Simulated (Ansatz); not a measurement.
# Worked example: GaH2Br + HOI → GaH2(OH) + IBr

Species: GaH2Br `[GaH2][Br]`, singlet; HOI (hypoiodous acid) `OI`, singlet; GaH2(OH), singlet; IBr (iodine monobromide), singlet. The partners trade Br for OH: Ga–Br and I–OH bonds give way to Ga–OH and I–Br.

Shapes, held fixed at every level: PBE0-D4/def2-TZVP. Programs: Ansatz 0.2.0. The zero-point and thermal change to 298 K, harmonic and unscaled (PBE0-D4/def2-TZVP), is +1.4 kJ/mol.

At CCSD(T)/def2-TZVPP; 1 Eh = 2625.50 kJ/mol:

| species | energy (Eh) |
| --- | --- |
| GaH2Br | -4497.410693 |
| HOI | -372.835641 |
| GaH2(OH) | -2000.413314 |
| IBr | -2869.846064 |

Q: Work out ΔH(298 K) of the reaction at this level.

A: 
1. Products less reactants: (-2000.413314) + (-2869.846064) − [(-4497.410693) + (-372.835641)] = -0.013044 Eh = -34.2 kJ/mol.
2. With the thermal change: -34.2 + (+1.4) = -32.8 kJ/mol.

Other levels give -41.6 (HF/def2-SVP) to -33.1 kJ/mol (wB97X-V/def2-TZVPP). No measured value is set beside it here. For atoms past krypton def2 sets carry core potentials with scalar relativity. Relativity is left out for Br, Ga unless named. Correlated rows may include outer-core shells of Br, Ga, I, which these sets cover unevenly.
